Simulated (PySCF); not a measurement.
C2HIN2O.
Bonds: I1–C2, C2–N3 (aromatic), N3–C4 (aromatic), C4–N5 (aromatic), N5–O6 (aromatic), C2–O6 (aromatic). Hydrogens: H7 on C4.

Method: PBE0-D3(BJ)/def2-SVP geometry optimisation, gas phase, def2 core potentials past Kr in PySCF 2.14.0; density fitting, grid level 1; the optimiser is geomeTRIC in internal coordinates, started from a GFN2-xTB structure with every atom displaced at random (about 0.01 Å).

Step 0: E = -15203.2487 eV
```
atom  x, y, z in Å  |  force x, y, z in eV/Å
I1      2.7472   -0.1558    0.2567   -0.448   0.120  -0.070
C2      0.7033    0.1067   -0.0395    0.366  -0.247   0.085
N3     -0.2242   -0.8088   -0.0116    2.522  -0.596   0.443
C4     -1.2969   -0.0883   -0.2617   -2.545  -0.386  -0.270
N5     -1.1139    1.1695   -0.4456   -0.400   1.541  -0.233
O6      0.2268    1.3296   -0.2949    0.528  -0.601   0.103
H7     -2.2938   -0.5336   -0.3072   -0.022   0.168  -0.059
```

Step 1: E = -15203.3418 eV
```
atom  x, y, z in Å  |  force x, y, z in eV/Å
I1      2.7472   -0.1067    0.2499   -0.017  -0.059   0.008
C2      0.7145    0.0768   -0.0359    0.111   0.148  -0.005
N3     -0.1957   -0.8329   -0.0015   -0.490   0.054  -0.082
C4     -1.3280   -0.0894   -0.2633    0.506  -0.199   0.110
N5     -1.1099    1.1802   -0.4404    0.051   0.039  -0.018
O6      0.2514    1.2975   -0.2919   -0.112   0.086  -0.019
H7     -2.3311   -0.5061   -0.3207   -0.049  -0.068   0.007
```

Task: Estimate the geometry and energy of step 2. (The exact step hangs on the optimiser's Hessian estimate; all steps are aligned on step 1, rigid shifts and turns removed.)

Result: E = -15203.3450 eV, largest force 0.336 eV/Å
```
atom  x, y, z in Å  |  force x, y, z in eV/Å
I1      2.7382   -0.1287    0.2529    0.011   0.017  -0.001
C2      0.7107    0.0904   -0.0383    0.280   0.071   0.021
N3     -0.1927   -0.8291   -0.0042   -0.251   0.219  -0.043
C4     -1.3187   -0.0896   -0.2614   -0.015  -0.182  -0.004
N5     -1.1143    1.1823   -0.4439   -0.011   0.020   0.026
O6      0.2446    1.3118   -0.2936   -0.008  -0.148   0.005
H7     -2.3194   -0.5178   -0.3154   -0.006   0.004  -0.005
```

The energy changes by -0.0032 eV. The first-order estimate −F·Δx gives -0.0092 eV and the mean of the old and new forces, exact on a quadratic surface, -0.0032 eV. The step makes an angle of 73° with the force vector and moves no atom by more than 0.024 Å.

What follows is the cost of the whole optimisation. Hardware: one thread, AMD EPYC 7R13 (x86_64), on a shared host. Cost: 33 s of wall time, 0.42 GiB resident at most.
